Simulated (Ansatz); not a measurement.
The cluster Cu3⁻, relaxed as a quintet with UKS r2SCAN-D4/def2-TZVPD in Ansatz, starting from the r2SCAN-D4/def2-TZVPD geometry of the charge -1 singlet. Force threshold 0.02 eV/Å.

The highest occupied level of the charge -1 quintet lies above zero (up to 1.09 eV). It is a level of α spin, whose loss leaves a quartet; that state wasn't run at this geometry and level. The electron is either unbound and held by the finite basis, or the level is raised by self-interaction error. The relaxation made no stability test and no search for a lower SCF solution. At r2SCAN-D4/def2-TZVPD a singlet of charge -1 lies 3.95 eV below the quintet, each at its own geometry. The structure comes from a short search, and lower isomers may exist.

Start:

Cartesian coordinates in Å:
```
Cu 0.766 1.152 -1.856
Cu -0.766 -1.152 1.856
Cu 0.000 0.000 0.000
```

| step | energy (eV) | largest force component (eV/Å) | SCF passes |
| --- | --- | --- | --- |
| 1 | -133919.5030 | 0.409 | 49 |
| 2 | -133919.5417 | 0.222 | 29 |
| 3 | -133919.5614 | 0.005 | 29 |

Force components are those of the run's own axes.

End:

```xyz
3

Cu    0.803    1.207   -1.945
Cu   -0.803   -1.207    1.945
Cu    0.000    0.000    0.000
```

By distances, no bond broke or formed. The bond that changes most is Cu2–Cu3, from 2.31 to 2.43 Å (atoms count from 1).

No frequencies were taken in this run, so the end may be a saddle point.

Run time 25 s (4 threads of Arm Neoverse N1 on a shared host).
